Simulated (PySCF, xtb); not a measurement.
Isomers of H7N2OSi+ in order of energy

4 gas-phase structures of H7N2OSi+, found in a search over its isomers (lower ones may exist). Each was relaxed with GFN2-xTB:

A. `N[SiH]([NH3+])O`, a singlet
B. a singlet given by its coordinates
C. `N[SiH](N)[OH2+]`, a singlet
D. `[NH3+][SiH-]([NH3+])=O`, a singlet

B (Å):

```yaml
atoms:
  - { symbol: N, position_ang: [-1.6833, -0.9604, -0.5914] }
  - { symbol: N, position_ang: [0.5000, -1.6669, -2.2029] }
  - { symbol: O, position_ang: [-0.6068, -3.3388, -0.5485] }
  - { symbol: Si, position_ang: [0.1121, -1.9293, -0.1794] }
  - { symbol: H, position_ang: [-2.1970, -0.8992, 0.2851] }
  - { symbol: H, position_ang: [-2.2513, -1.5122, -1.2354] }
  - { symbol: H, position_ang: [-1.5921, -0.0135, -0.9522] }
  - { symbol: H, position_ang: [1.4277, -2.0460, -2.3806] }
  - { symbol: H, position_ang: [-0.1589, -2.2074, -2.7651] }
  - { symbol: H, position_ang: [0.5026, -0.7020, -2.5257] }
  - { symbol: H, position_ang: [-0.5438, -4.1592, -0.0701] }
```

Close contacts (Å): N1–Si4 2.08, N2–Si4 2.08, O3–Si4 1.62, N1–H5 1.02, N1–H6 1.02, N1–H7 1.02, N2–H8 1.02, N2–H9 1.02, N2–H10 1.02, O3–H11 0.95.

Estimate their order in r2SCAN-D4/def2-SVP energy at these geometries, lowest first.

Calculated order at r2SCAN-D4/def2-SVP: A (0.0), C (21.2), B (21.4), D (31.8) kcal/mol. Less than 1 kcal/mol parts C and B, so the order within that pair means little.

Energies above the lowest of each column, in kcal/mol; the last columns are at PBE0-D3(BJ)/def2-SVP geometries and were run for some of them only (a dash: not run or not comparable):

| structure | GFN2-xTB | HF/STO-3G | r2SCAN-D4/def2-SVP | PBE0-D3(BJ)/def2-SVP | CCSD(T)/def2-SVP + ΔMP2/def2-TZVPP |
| --- | --- | --- | --- | --- | --- |
| A | 0.0 | 0.0 | 0.0 | 0.0 | 0.0 |
| C | 22.0 | 11.9 | 21.2 | 21.9 | 24.3 |
| B | 38.9 | 3.4 | 21.4 | 20.5 | 25.7 |
| D | 12.1 | 62.5 | 31.8 | – | – |

Every level run on A puts it lowest or level with the lowest. Flexible structures stand in one conformer each, not always the lowest. Frequencies (GFN2-xTB) were run for A, B, C alone. The ΔMP2 step shifts differences by up to 6.2 kcal/mol, which makes them less sure. ΔMP2 is the change of the MP2 energy from the smaller to the larger basis.

Over these structures GFN2-xTB departs from r2SCAN-D4/def2-SVP by 9.6 kcal/mol on average once a common shift is removed. A GFN2-xTB relaxation took about 0.17 s and the r2SCAN-D4/def2-SVP energy about 12 s on a shared host (PySCF 2.14.0, xtb 6.7.1).
